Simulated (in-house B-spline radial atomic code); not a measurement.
# RPA and G0W0 on wB97X: Se+

Configuration [Ar] 3d10 4s2 4p3, highest spin, mean-field start wB97X. Computed with an all-electron radial atomic-structure program (B-spline basis): all electrons, non-relativistic, point nucleus, each spin shell either full or empty, empty states to l = 9 with an (l + 1/2)⁻⁴ tail; G0W0 by contour deformation at full frequency.

Command:
```bash
python run_gw.py task.json out
```
Settings (radii: box in bohr, nucleus in fm):
```
Z                        34
electrons                33
configuration            [Ar] 3d10 4s2 4p3
hamiltonian              nr
method                   wb97x
lmax                     9
spin_polarised           True
box_radius               23.78
intervals                53
```

Run time, properties included: 3 s on 1 thread of Intel(R) Xeon(R) Platinum 8488C, with other jobs on the host.

Energies (hartree):

```tsv
term	value
mean-field total	-2401.21806
Hartree-Fock functional on these orbitals	-2399.54162
direct second order	-2.6562
second-order exchange	0.77355
SOSEX correction	0.71428
```

Question: What is the RPA correlation energy, and what remains with SOSEX?

Answer: RPA gives -2.3124 hartree (-1.91 eV per electron); RPA + SOSEX gives -1.5982, and the second-order doubles -1.8826 hartree (no singles). RPA lacks exchange-type terms and so overcorrelates at short range.

Quasi-particle levels (eV):

```json
{"level": "4p up", "occupied": "yes", "mean field": "-20.149", "Σx - vxc": "-1.18", "Σc": "?", "QP weight": "?", "G0W0": "?"}
{"level": "4s down", "occupied": "yes", "mean field": "-28.591", "Σx - vxc": "1.22", "Σc": "-1.93", "QP weight": "0.945", "G0W0": "-29.304"}
{"level": "4p down", "occupied": "no", "mean field": "-10.744", "Σx - vxc": "3.27", "Σc": "-2.12", "QP weight": "0.950", "G0W0": "-9.594"}
```

G0W0 = mean field + (Σx - vxc) + Σc, with Σc (partial-wave tail included) taken at the quasi-particle energy. Only the outer levels were computed. Levels of low weight are left out.

Question: Where does G0W0 put 4p up?

Answer: At -21.715 eV, with Σc = -0.38 eV and a quasi-particle weight of 0.949. The tabulated removal energy is 21.196 ± 0.01 eV (NIST, measured); the calculation leaves out relativity, Breit and QED terms, and what these don't explain is the method's own error.
